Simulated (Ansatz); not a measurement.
Basis-set extrapolation for C2H8BFO (`C[B-](C)([OH2+])F`) (PBE0-D4/def2-TZVP geometry, frozen core, Ansatz 0.2.0). Multiplicity 1, RHF reference.

```tsv
	def2-TZVPP	def2-QZVPP
HF	-279.575947	-279.588585
MP2 correlation	-0.976830	-1.050841
CCSD(T) correlation	-1.050166	not run
```

Energies in hartree. Use E(X) = E(∞) + A·exp(−7.88·√X) for Hartree–Fock and E(X) = E(∞) + B·X^(−2.97) for correlation, with X = 3 and 4, and add CCSD(T) minus MP2 of the smaller set to the MP2 limit.

What is the CCSD(T) energy at the basis-set limit?

HF limit: -279.588585 + (-0.012638) × 0.13774 = -279.59033. MP2 limit: -1.050841 + (-0.074011) × 0.74074 = -1.10566. Higher-order term: -1.050166 − (-0.976830) = -0.07334. Total: -280.76933 hartree, 89.9 kcal/mol below CCSD(T)/def2-TZVPP.
